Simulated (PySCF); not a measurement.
C₂H₆B, SMILES C[B]C, multiplicity 2. Coordinates come from a PBE0-D3(BJ)/def2-TZVP optimisation. The isomer is the one that the SMILES or the coordinates give; other isomers of the formula were not compared.

Computed equilibrium geometry at PBE0-D3(BJ)/def2-TZVP (PySCF confirms it by a frequency run) as Cartesian coordinates in Å, and its point group:
point group C2.
```xyz
9

C      1.3952    -0.0124     0.0985
B      0.0000     0.0000    -0.5634
C     -1.3952     0.0124     0.0985
H      1.6716     1.0485     0.2031
H      2.1844    -0.4744    -0.4968
H      1.4020    -0.4369     1.1109
H     -1.4020     0.4369     1.1109
H     -2.1844     0.4744    -0.4968
H     -1.6716    -1.0485     0.2031
```
Charge 0, spin multiplicity 2.
